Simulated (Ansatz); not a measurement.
Computed with r2SCAN-D4/def2-SVP (Ansatz, a quantum-chemistry and plane-wave program). No frequencies were computed at this level.

Ansatz 0.2 input:
```yaml
crystal:
  periodic: [false, false, false]
  atoms:
    - { symbol: C, position_ang: [-2.132049, -1.464777, -0.03524] }
    - { symbol: O, position_ang: [-1.618288, -0.229432, -0.451439] }
    - { symbol: Si, position_ang: [-0.183632, 0.417295, -0.048055] }
    - { symbol: N, position_ang: [-0.120044, 0.685081, 1.663316] }
    - { symbol: N, position_ang: [0.039425, 1.885939, -0.940943] }
    - { symbol: O, position_ang: [0.963051, -0.651941, -0.484498] }
    - { symbol: C, position_ang: [2.345972, -0.499703, -0.355938] }
    - { symbol: H, position_ang: [-2.260369, -1.481808, 1.048918] }
    - { symbol: H, position_ang: [-3.099782, -1.59963, -0.520502] }
    - { symbol: H, position_ang: [-1.461268, -2.275635, -0.322715] }
    - { symbol: H, position_ang: [-0.899262, 1.161771, 2.086761] }
    - { symbol: H, position_ang: [0.736779, 1.045209, 2.050711] }
    - { symbol: H, position_ang: [0.173128, 1.787094, -1.93521] }
    - { symbol: H, position_ang: [-0.622898, 2.626923, -0.779009] }
    - { symbol: H, position_ang: [2.82462, -1.286539, -0.940973] }
    - { symbol: H, position_ang: [2.646596, -0.595894, 0.690309] }
    - { symbol: H, position_ang: [2.668023, 0.476049, -0.725491] }
basis:
  gaussian: { orbitals: def2-svp }
hamiltonian:
  xc: r2scan
  dispersion: d4
relax:
  max_steps: 150
```

Output:

```
[...]
these checks for a lower state are left out or cut short: starts, cluster_reference, orbital_swaps, neighbouring_geometries, increment
1722 factors; their error is unknown
mean field -17177.06497835 eV, -631.2454949214 hartree, gradient 2.5e-5 eV, S^2 0.000000; 0 other end points of the search recorded, 0 dependent functions left out
reference -17177.06499106 eV, -631.2454953885 hartree; 33, 33 occupied and 119, 119 virtual orbitals, 1722 factors
relax step  33: F+E_penalty+E_count = -17177.17082207 eV  Δ(F+E_penalty+E_count) = -3.689e-3 eV  max|allowed force component| = 9.218e-2 eV/Å  Δτ_max = 0.0731 Å  (28 SCF iters, accepted)
these checks for a lower state are left out or cut short: starts, cluster_reference, orbital_swaps, neighbouring_geometries, increment
1722 factors; their error is unknown
mean field -17177.06674746 eV, -631.2455599353 hartree, gradient 7.8e-6 eV, S^2 0.000000; 0 other end points of the search recorded, 0 dependent functions left out
reference -17177.06676020 eV, -631.2455604032 hartree; 33, 33 occupied and 119, 119 virtual orbitals, 1722 factors
relax step  34: F+E_penalty+E_count = -17177.17251578 eV  Δ(F+E_penalty+E_count) = -1.694e-3 eV  max|allowed force component| = 2.996e-1 eV/Å  Δτ_max = 0.1123 Å  (29 SCF iters, accepted)
these checks for a lower state are left out or cut short: starts, cluster_reference, orbital_swaps, neighbouring_geometries, increment
1722 factors; their error is unknown
mean field -17177.07121550 eV, -631.2457241326 hartree, gradient 2.1e-5 eV, S^2 0.000000; 0 other end points of the search recorded, 0 dependent functions left out
reference -17177.07122823 eV, -631.2457246004 hartree; 33, 33 occupied and 119, 119 virtual orbitals, 1722 factors
relax step  35: F+E_penalty+E_count = -17177.17701492 eV  Δ(F+E_penalty+E_count) = -4.499e-3 eV  max|allowed force component| = 1.886e-1 eV/Å  Δτ_max = 0.0387 Å  (30 SCF iters, accepted)
these checks for a lower state are left out or cut short: starts, cluster_reference, orbital_swaps, neighbouring_geometries, increment
1722 factors; their error is unknown
mean field evaluation 256: about -17176.9698 eV, gradient 7.3e0 eV
mean field -17177.07038401 eV, -631.2456935759 hartree, gradient 1.3e-5 eV, S^2 0.000000; 0 other end points of the search recorded, 0 dependent functions left out
reference -17177.07039675 eV, -631.2456940442 hartree; 33, 33 occupied and 119, 119 virtual orbitals, 1722 factors
relax step  36: F+E_penalty+E_count = -17177.17624582 eV  Δ(F+E_penalty+E_count) = +7.691e-4 eV  max|allowed force component| = 1.279e-1 eV/Å  Δτ_max = 0.0857 Å  (28 SCF iters, rejected (line search))
these checks for a lower state are left out or cut short: starts, cluster_reference, orbital_swaps, neighbouring_geometries, increment
1722 factors; their error is unknown
mean field -17177.07484512 eV, -631.2458575187 hartree, gradient 2.1e-5 eV, S^2 0.000000; 0 other end points of the search recorded, 0 dependent functions left out
reference -17177.07485785 eV, -631.2458579863 hartree; 33, 33 occupied and 119, 119 virtual orbitals, 1722 factors
relax step  37: F+E_penalty+E_count = -17177.18065312 eV  Δ(F+E_penalty+E_count) = -3.638e-3 eV  max|allowed force component| = 6.145e-2 eV/Å  Δτ_max = 0.0412 Å  (29 SCF iters, accepted)
these checks for a lower state are left out or cut short: starts, cluster_reference, orbital_swaps, neighbouring_geometries, increment
1722 factors; their error is unknown
mean field -17177.07893935 eV, -631.2460079790 hartree, gradient 2.4e-5 eV, S^2 0.000000; 0 other end points of the search recorded, 0 dependent functions left out
reference -17177.07895210 eV, -631.2460084472 hartree; 33, 33 occupied and 119, 119 virtual orbitals, 1722 factors
relax step  38: F+E_penalty+E_count = -17177.18473503 eV  Δ(F+E_penalty+E_count) = -4.082e-3 eV  max|allowed force component| = 7.032e-2 eV/Å  Δτ_max = 0.0975 Å  (28 SCF iters, accepted)
these checks for a lower state are left out or cut short: starts, cluster_reference, orbital_swaps, neighbouring_geometries, increment
1722 factors; their error is unknown
mean field -17177.08072938 eV, -631.2460737611 hartree, gradient 7.9e-6 eV, S^2 0.000000; 0 other end points of the search recorded, 0 dependent functions left out
reference -17177.08074213 eV, -631.2460742296 hartree; 33, 33 occupied and 119, 119 virtual orbitals, 1722 factors
relax step  39: F+E_penalty+E_count = -17177.18651529 eV  Δ(F+E_penalty+E_count) = -1.780e-3 eV  max|allowed force component| = 2.239e-1 eV/Å  Δτ_max = 0.1463 Å  (29 SCF iters, accepted)
these checks for a lower state are left out or cut short: starts, cluster_reference, orbital_swaps, neighbouring_geometries, increment
1722 factors; their error is unknown
mean field evaluation 288: about -17177.0848 eV, gradient 9.8e-4 eV
mean field -17177.08479631 eV, -631.2462232180 hartree, gradient 2.1e-5 eV, S^2 0.000000; 0 other end points of the search recorded, 0 dependent functions left out
reference -17177.08480903 eV, -631.2462236855 hartree; 33, 33 occupied and 119, 119 virtual orbitals, 1722 factors
relax step  40: F+E_penalty+E_count = -17177.19061288 eV  Δ(F+E_penalty+E_count) = -4.098e-3 eV  max|allowed force component| = 6.524e-2 eV/Å  Δτ_max = 0.0353 Å  (30 SCF iters, accepted)
these checks for a lower state are left out or cut short: starts, cluster_reference, orbital_swaps, neighbouring_geometries, increment
1722 factors; their error is unknown
mean field -17177.08742832 eV, -631.2463199426 hartree, gradient 2.1e-5 eV, S^2 0.000000; 0 other end points of the search recorded, 0 dependent functions left out
reference -17177.08744101 eV, -631.2463204091 hartree; 33, 33 occupied and 119, 119 virtual orbitals, 1722 factors
relax step  41: F+E_penalty+E_count = -17177.19329067 eV  Δ(F+E_penalty+E_count) = -2.678e-3 eV  max|allowed force component| = 1.706e-2 eV/Å  Δτ_max = 0.0850 Å  (29 SCF iters, accepted)
these checks for a lower state are left out or cut short: starts, cluster_reference, orbital_swaps, neighbouring_geometries, increment
1722 factors; their error is unknown
mean field -17177.08321840 eV, -631.2461652309 hartree, gradient 8.5e-6 eV, S^2 0.000000; 0 other end points of the search recorded, 0 dependent functions left out
reference -17177.08323108 eV, -631.2461656971 hartree; 33, 33 occupied and 119, 119 virtual orbitals, 1722 factors
relax step  42: F+E_penalty+E_count = -17177.18911083 eV  Δ(F+E_penalty+E_count) = +4.180e-3 eV  max|allowed force component| = 3.340e-1 eV/Å  Δτ_max = 0.1739 Å  (29 SCF iters, rejected (line search))
these checks for a lower state are left out or cut short: starts, cluster_reference, orbital_swaps, neighbouring_geometries, increment
1722 factors; their error is unknown
mean field -17177.08745447 eV, -631.2463209039 hartree, gradient 2.1e-5 eV, S^2 0.000000; 0 other end points of the search recorded, 0 dependent functions left out
reference -17177.08746719 eV, -631.2463213711 hartree; 33, 33 occupied and 119, 119 virtual orbitals, 1722 factors
relax step  43: F+E_penalty+E_count = -17177.19323606 eV  Δ(F+E_penalty+E_count) = +5.461e-5 eV  max|allowed force component| = 6.956e-2 eV/Å  Δτ_max = 0.0817 Å  (29 SCF iters, rejected (line search))
these checks for a lower state are left out or cut short: starts, cluster_reference, orbital_swaps, neighbouring_geometries, increment
1722 factors; their error is unknown
mean field -17177.08832710 eV, -631.2463529722 hartree, gradient 2.1e-5 eV, S^2 0.000000; 0 other end points of the search recorded, 0 dependent functions left out
reference -17177.08833979 eV, -631.2463534386 hartree; 33, 33 occupied and 119, 119 virtual orbitals, 1722 factors
relax step  44: F+E_penalty+E_count = -17177.19419312 eV  Δ(F+E_penalty+E_count) = -9.024e-4 eV  max|allowed force component| = 9.515e-3 eV/Å  Δτ_max = 0.0389 Å  (29 SCF iters, accepted)
these checks for a lower state are left out or cut short: starts, cluster_reference, orbital_swaps, neighbouring_geometries, increment
1722 factors; their error is unknown
mean field evaluation 320: about -17177.1784 eV, gradient 4.1e-2 eV
mean field -17177.08933122 eV, -631.2463898729 hartree, gradient 2.1e-5 eV, S^2 0.000000; 0 other end points of the search recorded, 0 dependent functions left out
reference -17177.08934390 eV, -631.2463903391 hartree; 33, 33 occupied and 119, 119 virtual orbitals, 1722 factors
relax step  45: F+E_penalty+E_count = -17177.19521733 eV  Δ(F+E_penalty+E_count) = -1.024e-3 eV  max|allowed force component| = 1.090e-1 eV/Å  Δτ_max = 0.0976 Å  (29 SCF iters, accepted)
these checks for a lower state are left out or cut short: starts, cluster_reference, orbital_swaps, neighbouring_geometries, increment
1722 factors; their error is unknown
mean field -17177.09004217 eV, -631.2464159999 hartree, gradient 2.1e-5 eV, S^2 0.000000; 0 other end points of the search recorded, 0 dependent functions left out
reference -17177.09005485 eV, -631.2464164659 hartree; 33, 33 occupied and 119, 119 virtual orbitals, 1722 factors
relax step  46: F+E_penalty+E_count = -17177.19593461 eV  Δ(F+E_penalty+E_count) = -7.173e-4 eV  max|allowed force component| = 4.355e-2 eV/Å  Δτ_max = 0.0240 Å  (30 SCF iters, accepted)
these checks for a lower state are left out or cut short: starts, cluster_reference, orbital_swaps, neighbouring_geometries, increment
1722 factors; their error is unknown
mean field -17177.09046961 eV, -631.2464317082 hartree, gradient 2.1e-5 eV, S^2 0.000000; 0 other end points of the search recorded, 0 dependent functions left out
reference -17177.09048229 eV, -631.2464321741 hartree; 33, 33 occupied and 119, 119 virtual orbitals, 1722 factors
relax step  47: F+E_penalty+E_count = -17177.19637422 eV  Δ(F+E_penalty+E_count) = -4.396e-4 eV  max|allowed force component| = 1.544e-2 eV/Å  Δτ_max = 0.0367 Å  (29 SCF iters, accepted)
these checks for a lower state are left out or cut short: starts, cluster_reference, orbital_swaps, neighbouring_geometries, increment
1722 factors; their error is unknown
mean field -17177.09068803 eV, -631.2464397347 hartree, gradient 2.1e-5 eV, S^2 0.000000; 0 other end points of the search recorded, 0 dependent functions left out
reference -17177.09070070 eV, -631.2464402005 hartree; 33, 33 occupied and 119, 119 virtual orbitals, 1722 factors
relax step  48: F+E_penalty+E_count = -17177.19660876 eV  Δ(F+E_penalty+E_count) = -2.345e-4 eV  max|allowed force component| = 2.749e-2 eV/Å  Δτ_max = 0.0467 Å  (29 SCF iters, accepted)
these checks for a lower state are left out or cut short: starts, cluster_reference, orbital_swaps, neighbouring_geometries, increment
1722 factors; their error is unknown
mean field evaluation 352: about -17177.0908 eV, gradient 2.1e-5 eV
mean field -17177.09075604 eV, -631.2464422343 hartree, gradient 2.1e-5 eV, S^2 0.000000; 0 other end points of the search recorded, 0 dependent functions left out
reference -17177.09076872 eV, -631.2464427000 hartree; 33, 33 occupied and 119, 119 virtual orbitals, 1722 factors
relax step  49: F+E_penalty+E_count = -17177.19668246 eV  Δ(F+E_penalty+E_count) = -7.370e-5 eV  max|allowed force component| = 1.449e-2 eV/Å  Δτ_max = 0.0163 Å  (30 SCF iters, accepted)
these checks for a lower state are left out or cut short: starts, cluster_reference, orbital_swaps, neighbouring_geometries, increment
1722 factors; their error is unknown
mean field -17177.09078556 eV, -631.2464433190 hartree, gradient 2.1e-5 eV, S^2 0.000000; 0 other end points of the search recorded, 0 dependent functions left out
reference -17177.09079823 eV, -631.2464437848 hartree; 33, 33 occupied and 119, 119 virtual orbitals, 1722 factors
relax step  50: F+E_penalty+E_count = -17177.19671617 eV  Δ(F+E_penalty+E_count) = -3.371e-5 eV  max|allowed force component| = 3.768e-3 eV/Å  Δτ_max = 0.0105 Å  (30 SCF iters, accepted)
1722 factors; their error is unknown
mean field -17177.09078556 eV, -631.2464433190 hartree, gradient 2.1e-5 eV, S^2 0.000000; 1 other end points of the search recorded, 0 dependent functions left out
reference -17177.09079823 eV, -631.2464437848 hartree; 33, 33 occupied and 119, 119 virtual orbitals, 1722 factors
Total energy: -17177.19672884 eV, -631.2503366629 hartree
Atom 0 at    -2.089643    -1.451683    -0.266438 Å, force     0.000509    -0.001097    -0.003497 eV/Å
Atom 1 at    -1.627631    -0.405731     0.554678 Å, force    -0.003517     0.000692     0.003768 eV/Å
Atom 2 at    -0.219260     0.426816     0.286073 Å, force     0.002994     0.000561    -0.001743 eV/Å
Atom 3 at     0.100515     1.202262     1.769869 Å, force     0.001785    -0.000606    -0.002358 eV/Å
Atom 4 at    -0.177595     1.635366    -0.935940 Å, force    -0.002093    -0.000540     0.001287 eV/Å
Atom 5 at     0.841831    -0.754402    -0.231498 Å, force     0.001370     0.002997     0.000850 eV/Å
Atom 6 at     2.226570    -0.539697    -0.341999 Å, force    -0.000511    -0.001744    -0.000192 eV/Å
Atom 7 at    -2.987322    -1.893485     0.195100 Å, force     0.000827     0.001401    -0.000322 eV/Å
Atom 8 at    -2.370843    -1.088775    -1.274345 Å, force    -0.000942     0.000291     0.001027 eV/Å
Atom 9 at    -1.328485    -2.242525    -0.388828 Å, force     0.000957    -0.001747     0.000055 eV/Å
Atom 10 at    -0.162364     0.791525     2.657415 Å, force    -0.000326     0.000321     0.000194 eV/Å
Atom 11 at     0.761857     1.962459     1.861891 Å, force    -0.000377    -0.000336     0.001014 eV/Å
Atom 12 at    -0.059776     1.361910    -1.906266 Å, force     0.000555    -0.000069     0.000470 eV/Å
Atom 13 at    -0.760896     2.462470    -0.859351 Å, force     0.000198    -0.000314    -0.000884 eV/Å
Atom 14 at     2.716828    -1.487154    -0.618261 Å, force     0.000006    -0.000478     0.000020 eV/Å
Atom 15 at     2.665292    -0.192846     0.613761 Å, force    -0.000796     0.000216     0.000592 eV/Å
Atom 16 at     2.470924     0.213491    -1.115857 Å, force    -0.000641     0.000453    -0.000281 eV/Å
Dipole moment:     0.170897     0.238237    -0.112551 e Å
```

Cost: about 9 core-minutes (a rough figure).
